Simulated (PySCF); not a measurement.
# Mayer bond orders and bond lengths

C3H13PSi2.
Atom-mapped SMILES: `[CH3:1][Si:2]([CH3:3])([CH3:4])[PH:5][SiH3:6]` (hydrogens: H7, H8, H9 on C1; H10, H11, H12 on C3; H13, H14, H15 on C4; H16 on P5; H17, H18, H19 on Si6)

Structure used (GFN2-xTB), in Å, numbered top down from 1:
```xyz
19
C3H13PSi2 angstrom
C     -0.944   -0.846    1.449
Si    -0.560    0.000   -0.225
C     -1.852   -0.557   -1.517
C     -0.610    1.896   -0.016
P      1.471   -0.529   -1.078
Si     2.851   -0.055    0.603
H     -0.815   -1.922    1.384
H     -0.290   -0.482    2.237
H     -1.968   -0.656    1.755
H     -1.657   -0.097   -2.481
H     -1.829   -1.633   -1.658
H     -2.857   -0.281   -1.212
H     -1.602    2.237    0.262
H      0.084    2.228    0.750
H     -0.336    2.390   -0.944
H      1.375   -1.878   -0.797
H      2.902    1.401    0.734
H      4.167   -0.580    0.241
H      2.459   -0.628    1.895
```

Bond orders from the PBE0/pcSseg-1 density (PySCF). Isolated species at its GFN2-xTB geometry, gas phase.

(1) How far do the computed orders between heavy atoms stray from the drawn ones?

(2) Give the Mayer order of every bond, beside its length.

Answers

(1) The largest departure is 0.054, at C1–Si2 (drawn single, 0.946).

(2) 
| bond | drawn as | length (Å) | Mayer order |
| --- | --- | --- | --- |
| C1–Si2 | single | 1.915 | 0.946 |
| Si2–C3 | single | 1.910 | 0.970 |
| Si2–C4 | single | 1.908 | 0.965 |
| Si2–P5 | single | 2.265 | 0.993 |
| P5–Si6 | single | 2.225 | 0.951 |
| C1–H7 | single | 1.086 | 0.955 |
| C1–H8 | single | 1.086 | 0.953 |
| C1–H9 | single | 1.086 | 0.952 |
| C3–H10 | single | 1.086 | 0.954 |
| C3–H11 | single | 1.086 | 0.955 |
| C3–H12 | single | 1.086 | 0.952 |
| C4–H13 | single | 1.085 | 0.955 |
| C4–H14 | single | 1.086 | 0.952 |
| C4–H15 | single | 1.086 | 0.953 |
| P5–H16 | single | 1.381 | 0.900 |
| Si6–H17 | single | 1.463 | 0.940 |
| Si6–H18 | single | 1.463 | 0.940 |
| Si6–H19 | single | 1.467 | 0.913 |

Bonds between the same two heavy elements. C–Si: lowest C1–Si2 (0.946, 1.915 Å), highest Si2–C3 (0.970, 1.910 Å). P–Si: lowest P5–Si6 (0.951, 2.225 Å), highest Si2–P5 (0.993, 2.265 Å); in 1 of the 1 pairs the longer bond (by over 0.003 Å) has the higher order (by 0.02 or more).

**Question.** Sum the orders of all bonds at each heavy atom with more than one neighbour and set the sums beside the valence in the SMILES.

**Answer.** C1 3.806 (drawn 4), Si2 3.874 (drawn 4), C3 3.831 (drawn 4), C4 3.825 (drawn 4), P5 2.844 (drawn 3), Si6 3.744 (drawn 4). Orders between atoms that aren't bonded are not in these sums.

Mayer orders depend on the basis set.
